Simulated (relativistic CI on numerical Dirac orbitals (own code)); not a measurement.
**Radial parameters of Sb²⁸⁺**

These numbers are calculated, not measured: Dirac-Coulomb-Breit CI, separate exchange-only KLI orbitals for each configuration, QED by a radiative potential, unscaled Slater integrals (own radial code, finite nucleus).

Slater integrals F^k, G^k are unscaled and averaged over j, outside the closed core [Ne]; ζ comes from projecting the Hamiltonian with its Breit term on Σ l·s of the shell.

- 3s²3p⁶3d⁵: F^2(3d,3d) = 366460, F^4(3d,3d) = 235990, ζ(3d) = 36162 cm⁻¹; <r>(3d) = 0.2769, <r^2>(3d) = 0.08934 (bohr units).
- 3s²3p⁵3d⁶: ζ(3p) = 284390, F^2(3d,3d) = 365610, F^4(3d,3d) = 235410, F^2(3p,3d) = 323340, G^1(3p,3d) = 353740, G^3(3p,3d) = 233440, ζ(3d) = 35685 cm⁻¹; <r>(3p) = 0.3073, <r^2>(3p) = 0.1091, <r>(3d) = 0.2775, <r^2>(3d) = 0.08972 (bohr units).
- 3s²3p⁴3d⁷: F^2(3p,3p) = 322600, ζ(3p) = 284120, F^2(3d,3d) = 364740, F^4(3d,3d) = 234830, F^2(3p,3d) = 322930, G^1(3p,3d) = 353690, G^3(3p,3d) = 233290, ζ(3d) = 35212 cm⁻¹; <r>(3p) = 0.3077, <r^2>(3p) = 0.1093, <r>(3d) = 0.2781, <r^2>(3d) = 0.09011 (bohr units).

(1) Give the Racah parameters of the d shell in 3s²3p⁶3d⁵.

Averages of the first 10 configurations, taken without configuration mixing, which lowers the lowest level and can move excited configurations by several eV; other configurations of the list can lie among them:

```tsv
Configuration	Parity	States	Average energy above the lowest level (eV)
3s²3p⁶3d⁵	even	252	36.5
3s²3p⁵3d⁶	odd	1260	258.5
3s²3p⁴3d⁷	even	1800	485.4
3s3p⁶3d⁶	even	420	422.4
3p⁶3d⁷	even	120	815.1
3s3p⁵3d⁷	odd	1440	643.3
3s²3p⁶3d⁴4s	even	420	681.0
3s²3p⁶3d⁴4p	odd	1260	740.1
3s²3p⁶3d⁴4d	even	2100	822.2
3s²3p⁶3d⁴4f	odd	2940	896.9
```

Results:

(1) B = F²/49 − 5F⁴/441 = 4803 cm⁻¹ and C = 35F⁴/441 = 18729 cm⁻¹.
